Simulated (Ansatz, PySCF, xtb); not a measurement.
Potential energy curve for AlO (cation, charge +1), lowest triplet found (which spin is the ground state isn't settled by this scan).

Computed with: UKS-B3LYP/LANL2DZ = unrestricted B3LYP/LANL2DZ, with its core potentials past Ne (PySCF); UKS-B3LYP/6-31G* = unrestricted B3LYP/6-31G*, spherical d (PySCF 2.14.0); GFN1-xTB (xtb); FCI = full CI/cc-pVDZ, frozen core (Ansatz, a first-principles code).

Energies relative to the lowest point of each curve between 1.46 and 2.23 Å, where full CI is lowest, in eV; the last columns give the difference from FCI:

```csv
R / Å,UKS-B3LYP/LANL2DZ,UKS-B3LYP/6-31G*,GFN1-xTB,FCI,UKS-B3LYP/LANL2DZ − FCI,UKS-B3LYP/6-31G* − FCI,GFN1-xTB − FCI
1.35,4.549,4.063,2.657,4.623,-0.074,-0.560,-1.966
1.46,2.209,1.744,0.892,2.120,0.089,-0.376,-1.228
1.55,1.068,0.728,0.258,0.976,0.092,-0.248,-0.718
1.62,0.535,0.293,0.050,0.456,0.079,-0.163,-0.405
1.70,0.186,0.054,0.000,0.133,0.053,-0.079,-0.133
1.77,0.041,0.000,0.061,0.017,0.024,-0.017,0.044
1.81,0.006,0.014,0.126,0.000,0.006,0.014,0.126
1.87,0.000,0.076,0.252,0.021,-0.021,0.054,0.231
1.96,0.061,0.226,0.488,0.119,-0.058,0.107,0.369
2.01,0.116,0.323,0.634,0.190,-0.074,0.132,0.444
2.10,0.229,0.499,0.915,0.315,-0.087,0.184,0.600
2.23,0.387,0.725,1.337,0.457,-0.070,0.268,0.880
```

UKS-B3LYP/LANL2DZ is furthest from FCI at 1.55 (0.092 eV, above); its mean absolute difference over the points is 0.060 eV.

UKS-B3LYP/6-31G* is furthest from FCI at 1.35 (-0.560 eV, below); its mean absolute difference over the points is 0.183 eV.

GFN1-xTB is furthest from FCI at 1.35 (-1.966 eV, below); its mean absolute difference over the points is 0.595 eV.

The scan ran from 1.35 to 6.40 Å; beyond the distances shown full CI changes its symmetry label.
